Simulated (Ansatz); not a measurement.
Consider the ligand exchange at the Al–S bond: `[NH2][Al]([F])[SH]` + `N[SiH3]` → `[NH2][Al]([F])[NH][SiH3]` + H₂S.

Gas-phase electronic energies from Ansatz, PBE0-D4/def2-TZVP geometries. CCSD(T)/CBS is the MP2 limit (def2-TZVPP, def2-QZVPP) plus CCSD(T) − MP2 in def2-TZVPP, frozen cores. This one scheme is used for every species. DFT in def2-TZVPP. B3LYP here is the variant with VWN-RPA as its local correlation; programs differ in this. One conformer a species, not always the lowest.

```json
{"level": "PBE-D4", "ΔE (kJ/mol)": "16.4", "difference from CCSD(T)/CBS": "7.5"}
{"level": "r2SCAN-D4", "ΔE (kJ/mol)": "13.1", "difference from CCSD(T)/CBS": "4.2"}
{"level": "PBE0-D4", "ΔE (kJ/mol)": "15.8", "difference from CCSD(T)/CBS": "6.9"}
{"level": "B3LYP-D4", "ΔE (kJ/mol)": "8.3", "difference from CCSD(T)/CBS": "-0.6"}
{"level": "ωB97X-V", "ΔE (kJ/mol)": "10.9", "difference from CCSD(T)/CBS": "2.0"}
{"level": "ωB97M-V", "ΔE (kJ/mol)": "10.1", "difference from CCSD(T)/CBS": "1.2"}
{"level": "B2PLYP", "ΔE (kJ/mol)": "10.2", "difference from CCSD(T)/CBS": "1.3"}
{"level": "PBE", "ΔE (kJ/mol)": "19.1", "difference from CCSD(T)/CBS": "10.2"}
{"level": "r2SCAN", "ΔE (kJ/mol)": "14.0", "difference from CCSD(T)/CBS": "5.1"}
{"level": "PBE0", "ΔE (kJ/mol)": "18.3", "difference from CCSD(T)/CBS": "9.4"}
{"level": "B3LYP", "ΔE (kJ/mol)": "12.3", "difference from CCSD(T)/CBS": "3.4"}
{"level": "HF/def2-TZVPP", "ΔE (kJ/mol)": "10.7", "difference from CCSD(T)/CBS": "1.8"}
{"level": "MP2/def2-TZVPP", "ΔE (kJ/mol)": "8.5", "difference from CCSD(T)/CBS": "-0.4"}
{"level": "SCS-MP2/def2-TZVPP", "ΔE (kJ/mol)": "6.3", "difference from CCSD(T)/CBS": "-2.6"}
{"level": "CCSD/def2-TZVPP", "ΔE (kJ/mol)": "6.0", "difference from CCSD(T)/CBS": "-2.9"}
{"level": "CCSD(T)/def2-TZVPP", "ΔE (kJ/mol)": "6.4", "difference from CCSD(T)/CBS": "-2.5"}
{"level": "HF/def2-QZVPP", "ΔE (kJ/mol)": "9.2", "difference from CCSD(T)/CBS": "0.3"}
{"level": "MP2/def2-QZVPP", "ΔE (kJ/mol)": "9.5", "difference from CCSD(T)/CBS": "0.6"}
{"level": "SCS-MP2/def2-QZVPP", "ΔE (kJ/mol)": "7.5", "difference from CCSD(T)/CBS": "-1.4"}
{"level": "HF/CBS(def2)", "ΔE (kJ/mol)": "9.0", "difference from CCSD(T)/CBS": "0.1"}
{"level": "MP2/CBS(def2)", "ΔE (kJ/mol)": "11.1", "difference from CCSD(T)/CBS": "2.2"}
{"level": "CCSD/CBS(def2)", "ΔE (kJ/mol)": "8.6", "difference from CCSD(T)/CBS": "-0.3"}
{"level": "CCSD(T)/CBS", "ΔE (kJ/mol)": "8.9", "difference from CCSD(T)/CBS": "0"}
```

Largest T1 diagnostic among the species: 0.011.

The D4 term adds −4.0 kJ/mol with B3LYP and −2.4 kJ/mol with PBE0; it sums over pairs of atoms, weighted by their polarisabilities, and B3LYP, whose exchange is more repulsive, gets the larger term.
